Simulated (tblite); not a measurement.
Parent: `[CH:1]#[C:2][CH2:3][C@H:4]([F:5])[SiH2:6][CH3:7]` with C2–C3–C4–F5 -172°, C3–C4–Si6–C7 176°, C5H9FSi.

Computed geometry: GFN2-xTB, gas phase. One conformer each, not checked by frequencies here.

| coordinate of the parent | value |
| --- | --- |
| C1≡C2 | 1.197 Å |
| C2–C3 | 1.446 Å |
| C3–C4 | 1.529 Å |
| C4–F5 | 1.395 Å |
| C4–Si6 | 1.927 Å |
| Si6–C7 | 1.894 Å |
| C1–C2–C3 | 178.8° |
| C2–C3–C4 | 111.1° |
| C3–C4–F5 | 107.7° |
| C3–C4–Si6 | 114.3° |
| F5–C4–Si6 | 108.1° |
| C4–Si6–C7 | 107.7° |

How does the shared frame change in `[CH:1]#[C:2][CH2:3][C@@:4]([F:5])([CH2:6][Cl:7])[SiH2:8][CH3:9]` with C2–C3–C4–F5 -58°, C3–C4–C6–Cl7 77°, C3–C4–Si8–C9 -171°, C6H10ClFSi? Atoms pair as C1 = C1, C2 = C2, C3 = C3, C4 = C4, F5 = F5, Si6 = Si8, C7 = C9 (parent first).

```
   parent   relative  value in the relative  change
    C1≡C2      C1≡C2                1.197 Å   0.000
    C2–C3      C2–C3                1.449 Å  +0.003
    C3–C4      C3–C4                1.531 Å  +0.002
    C4–F5      C4–F5                1.404 Å  +0.009
   C4–Si6     C4–Si8                1.937 Å  +0.010
   Si6–C7     Si8–C9                1.892 Å  -0.002
 C1–C2–C3   C1–C2–C3                 177.6°    -1.2
 C2–C3–C4   C2–C3–C4                 112.5°    +1.4
 C3–C4–F5   C3–C4–F5                 108.0°    +0.3
C3–C4–Si6  C3–C4–Si8                 111.9°    -2.4
F5–C4–Si6  F5–C4–Si8                 105.9°    -2.2
C4–Si6–C7  C4–Si8–C9                 108.5°    +0.8
```

Of the parent's bonds, C4–F5 and C4–Si6 change most and about equally (+0.009 to +0.010 Å). Bonds of the relative outside the shared frame: C4–C6 1.521, C6–Cl7 1.771 Å. Point group C1 → C1.

How does the shared frame change in `[CH:1]#[C:2][CH2:3][C@@:4]([F:5])([Cl:6])[SiH2:7][CH3:8]` with C2–C3–C4–F5 -177°, C3–C4–Si7–C8 174°, C5H8ClFSi? Atoms pair as C1 = C1, C2 = C2, C3 = C3, C4 = C4, F5 = F5, Si6 = Si7, C7 = C8 (parent first).

```tsv
parent	relative	value in the relative	change
C1≡C2	C1≡C2	1.196 Å	-0.001
C2–C3	C2–C3	1.446 Å	0.000
C3–C4	C3–C4	1.523 Å	-0.006
C4–F5	C4–F5	1.380 Å	-0.015
C4–Si6	C4–Si7	1.939 Å	+0.012
Si6–C7	Si7–C8	1.890 Å	-0.004
C1–C2–C3	C1–C2–C3	178.5°	-0.3
C2–C3–C4	C2–C3–C4	111.7°	+0.6
C3–C4–F5	C3–C4–F5	107.5°	-0.2
C3–C4–Si6	C3–C4–Si7	116.6°	+2.3
F5–C4–Si6	F5–C4–Si7	109.0°	+0.9
C4–Si6–C7	C4–Si7–C8	106.3°	-1.4
```

Of the parent's bonds, C4–F5 changes most (-0.015 Å). Bonds of the relative outside the shared frame: C4–Cl6 1.798 Å. Point group C1 → C1.

How does the shared frame change in `[CH:1]#[C:2][CH2:3][C@@:4]([F:5])([CH2:6][F:7])[SiH2:8][CH3:9]` with C2–C3–C4–F5 177°, C3–C4–C6–F7 156°, C3–C4–Si8–C9 155°, C6H10F2Si? Atoms pair as C1 = C1, C2 = C2, C3 = C3, C4 = C4, F5 = F5, Si6 = Si8, C7 = C9 (parent first).

```csv
parent,relative,value in the relative,change
C1≡C2,C1≡C2,1.197 Å,0.000
C2–C3,C2–C3,1.446 Å,0.000
C3–C4,C3–C4,1.532 Å,+0.003
C4–F5,C4–F5,1.405 Å,+0.010
C4–Si6,C4–Si8,1.940 Å,+0.013
Si6–C7,Si8–C9,1.890 Å,-0.004
C1–C2–C3,C1–C2–C3,179.2°,+0.4
C2–C3–C4,C2–C3–C4,111.7°,+0.6
C3–C4–F5,C3–C4–F5,105.8°,-1.9
C3–C4–Si6,C3–C4–Si8,113.6°,-0.7
F5–C4–Si6,F5–C4–Si8,107.3°,-0.8
C4–Si6–C7,C4–Si8–C9,108.2°,+0.5
```

Of the parent's bonds, C4–Si6 changes most (+0.013 Å). Bonds of the relative outside the shared frame: C4–C6 1.520, C6–F7 1.377 Å. Point group C1 → C1.

How does the shared frame change in `[CH:1]#[C:2][CH2:3][C@@:4]([F:5])([CH2:6][C:7]#[N:8])[SiH2:9][CH3:10]` with C2–C3–C4–F5 -62°, C3–C4–C6–C7 68°, C3–C4–Si9–C10 -173°, C7H10FNSi? Atoms pair as C1 = C1, C2 = C2, C3 = C3, C4 = C4, F5 = F5, Si6 = Si9, C7 = C10 (parent first).

```tsv
parent	relative	value in the relative	change
C1≡C2	C1≡C2	1.197 Å	0.000
C2–C3	C2–C3	1.449 Å	+0.003
C3–C4	C3–C4	1.533 Å	+0.004
C4–F5	C4–F5	1.404 Å	+0.009
C4–Si6	C4–Si9	1.938 Å	+0.011
Si6–C7	Si9–C10	1.893 Å	-0.001
C1–C2–C3	C1–C2–C3	177.1°	-1.7
C2–C3–C4	C2–C3–C4	112.7°	+1.6
C3–C4–F5	C3–C4–F5	107.9°	+0.2
C3–C4–Si6	C3–C4–Si9	111.8°	-2.5
F5–C4–Si6	F5–C4–Si9	105.9°	-2.2
C4–Si6–C7	C4–Si9–C10	108.2°	+0.5
```

Of the parent's bonds, C4–Si6 changes most (+0.011 Å). Bonds of the relative outside the shared frame: C4–C6 1.535, C6–C7 1.436, C7≡N8 1.144 Å. Point group C1 → C1.

How does the shared frame change in `[CH:1]#[C:2][CH2:3][C@@:4]([F:5])([SiH2:6][CH3:7])[C:8](=[CH2:9])[CH3:10]` with C2–C3–C4–F5 73°, C3–C4–Si6–C7 -65°, C3–C4–C8–C9 130°, C8H13FSi? Atoms pair as C1 = C1, C2 = C2, C3 = C3, C4 = C4, F5 = F5, Si6 = Si6, C7 = C7 (parent first).

```csv
parent,relative,value in the relative,change
C1≡C2,C1≡C2,1.196 Å,-0.001
C2–C3,C2–C3,1.449 Å,+0.003
C3–C4,C3–C4,1.537 Å,+0.008
C4–F5,C4–F5,1.405 Å,+0.010
C4–Si6,C4–Si6,1.941 Å,+0.014
Si6–C7,Si6–C7,1.894 Å,0.000
C1–C2–C3,C1–C2–C3,177.9°,-0.9
C2–C3–C4,C2–C3–C4,112.0°,+0.9
C3–C4–F5,C3–C4–F5,106.6°,-1.1
C3–C4–Si6,C3–C4–Si6,112.3°,-2.0
F5–C4–Si6,F5–C4–Si6,104.4°,-3.7
C4–Si6–C7,C4–Si6–C7,108.1°,+0.4
```

Of the parent's bonds, C4–Si6 changes most (+0.014 Å). Bonds of the relative outside the shared frame: C4–C8 1.501, C8=C9 1.324, C8–C10 1.499 Å. Point group C1 → C1.
